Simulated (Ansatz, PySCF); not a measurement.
Gas-phase reaction (SMILES): Br[SiH](Br)Br [tribromosilane] + Cl (HCl) -> Cl[Si](Br)(Br)Br + [H][H] (H2); hydrogen chloride cleaves one Si-H bond, a model of a ligand-exchange step.

Geometries: B3LYP-D3(BJ)/def2-TZVP minima from Ansatz (a program for electronic structure). Cores are frozen in the correlated levels unless marked. Spin-orbit coupling is left out. Frozen are the shells of the preceding noble gas and the d and f shells that filled before the atom's block. No relativistic terms. CBS(X,Y): correlation extrapolated as X^-3; Hartree-Fock from the larger set. Thermal terms are rigid-rotor harmonic-oscillator values from B3LYP-D3(BJ) frequencies (Ansatz or PySCF) at 298.15 K and 1 atm. 1 Eh = 627.5095 kcal/mol.

```json
[
 {"species": "Br[SiH](Br)Br", "E, CCSD(T)/CBS(def2-TZVPPD,def2-QZVPPD) (Ansatz) (Eh)": "-8007.86566", "E, PBE-D3(BJ)/def2-TZVPD (Ansatz + dftd3) (Eh)": "-8011.41454", "H - E (Eh)": "0.01941"},
 {"species": "Cl (HCl)", "E, CCSD(T)/CBS(def2-TZVPPD,def2-QZVPPD) (Ansatz) (Eh)": "-460.37886", "E, PBE-D3(BJ)/def2-TZVPD (Ansatz + dftd3) (Eh)": "-460.62865", "H - E (Eh)": "0.01000"},
 {"species": "Cl[Si](Br)(Br)Br", "E, CCSD(T)/CBS(def2-TZVPPD,def2-QZVPPD) (Ansatz) (Eh)": "-8467.09603", "E, PBE-D3(BJ)/def2-TZVPD (Ansatz + dftd3) (Eh)": "-8470.90303", "H - E (Eh)": "0.01391"},
 {"species": "[H][H] (H2)", "E, CCSD(T)/CBS(def2-TZVPPD,def2-QZVPPD) (Ansatz) (Eh)": "-1.17452", "E, PBE-D3(BJ)/def2-TZVPD (Ansatz + dftd3) (Eh)": "-1.16598", "H - E (Eh)": "0.01336"}
]
```

**Question.** Work out ΔE and ΔH at 298.15 K at the first level, then ΔH at the second.

**Answer.** 
1. ΔE = [(-8467.09603) + (-1.17452)] - [(-8007.86566) + (-460.37886)] = -0.02603 Eh = -16.3 kcal/mol at CCSD(T)/CBS(def2-TZVPPD,def2-QZVPPD).
2. The terms H - E add up to -0.00214 Eh, so ΔH = (-0.02603 + (-0.00214))×627.5095 = -17.7 kcal/mol.
3. At PBE-D3(BJ)/def2-TZVPD the same steps give ΔE = -16.2 and ΔH = -17.5 kcal/mol, a shift of +0.2 from the first level.
4. These values are not checked against measurement here, since the tables used lack a sound gas-phase enthalpy of formation for at least one species.
